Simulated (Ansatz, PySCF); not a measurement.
System: InO2 (charge 0, doublet). SMILES: [O][In][O]
Coordinates optimised at B3LYP-D3(BJ)/def2-TZVP (Ansatz, a first-principles code):
```xyz
3

In     0.0000     0.0000     0.0000
O      0.0000     0.0000    -1.8777
O      0.0000     0.0000     1.8777
```
Charge 0, spin multiplicity 2.

Quantity: atomisation energy, in kcal/mol. Set-up: spin-orbit terms left out; open shells spin-unrestricted; no dispersion term unless named; def2 sets with scalar-relativistic core potentials past Kr; LANL2DZ with its own core potentials from Na on; 6-31G* and kin with 6d, 5d where marked; STO-3G and 3-21G all-electron and non-relativistic; atomisation electronic, to ground-state atoms. First-principles rows: single points at B3LYP-D3(BJ) geometries (Ansatz).

```tsv
level	program	atomisation energy (kcal/mol)
SVWN5/6-31G* with LANL2DZ past Ar	Ansatz	205.4
PBE/STO-3G	Ansatz	259.7
PBE/3-21G	Ansatz	167.5
PBE/LANL2DZ	Ansatz	163.6
PBE/6-31G* with LANL2DZ past Ar	Ansatz	173.6
BP86/def2-SVP	PySCF	157.1
BP86/6-31G* with LANL2DZ past Ar (5d)	PySCF	172.8
B3LYP/STO-3G	Ansatz	215.9
B3LYP/3-21G	Ansatz	132.8
B3LYP/LANL2DZ	Ansatz	137.3
B3LYP/def2-SVP	Ansatz	127.4
B3LYP/6-31G* with LANL2DZ past Ar	Ansatz	148.1
PBE0/6-31G* with LANL2DZ past Ar	Ansatz	135.0
M06-2X/6-31G* with LANL2DZ past Ar (5d)	PySCF	129.3
PBE/def2-TZVPD	Ansatz	168.3
M06-2X/def2-TZVPD	PySCF	125.3
```

No value to compare with is used here. The 14 habitual levels span 127.4 (B3LYP/def2-SVP) to 259.7 kcal/mol (PBE/STO-3G); M06-2X/def2-TZVPD gives 125.3.

The levels are drawn from those run, B3LYP/6-31G* more often than the rest, none by its result; left out are runs that failed, that the program found above a lower state of the same kind, or whose <S^2> lies over 0.5 above the pure value.
